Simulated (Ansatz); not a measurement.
The same path of CH6BSn (9 atoms, charge 1, multiplicity 1) was run twice with different band settings. The coordinate that changes most is the dihedral H5–C2–Sn3–H9.

These are results of RKS PBE-D4/def2-SVP (Ansatz), not measurements.

Relaxed end points:

```xyz
9
Properties=species:S:1:pos:R:3
B -0.409 0.555 -1.513
C -0.007 1.081 -0.252
Sn 0.211 -1.016 0.904
H -0.741 0.034 -2.538
H -0.774 1.616 0.349
H 1.004 1.534 -0.166
H 1.628 -1.669 0.205
H -1.254 -1.832 0.558
H 0.342 -0.305 2.452
```

```xyz
9
Properties=species:S:1:pos:R:3
B -0.993 1.170 -0.637
C 0.346 0.709 -0.782
Sn 0.240 -1.055 0.849
H -2.130 1.495 -0.453
H 0.616 0.173 -1.718
H 1.165 1.359 -0.403
H 1.842 -1.584 0.574
H -1.019 -2.055 0.264
H -0.067 -0.213 2.306
```

Common settings: movable images 7; climbing image yes; spring 5.0 eV/Å²; optimiser quadratic models (default); start path IDPP; iteration limit 60; end points relaxed.

| run | force threshold |
| --- | --- |
| 1 | 0.03 eV/Å |
| 2 | 0.2 eV/Å |

What does each run give, and how far can it be trusted?

Run 1: converged after 18 iterations, highest image 1.227 eV above the first end. A vibrational analysis at the climbing image gives one clearly imaginary mode, 732i cm⁻¹: a first-order saddle point.
Run 2: converged after 6 iterations, highest image 1.274 eV above the first end. The threshold of 0.2 eV/Å is loose, so the images may lie well off the minimum-energy path. The order of the stationary point at the top wasn't checked.
Limits of this set-up: the dipole of an ion depends on the origin.
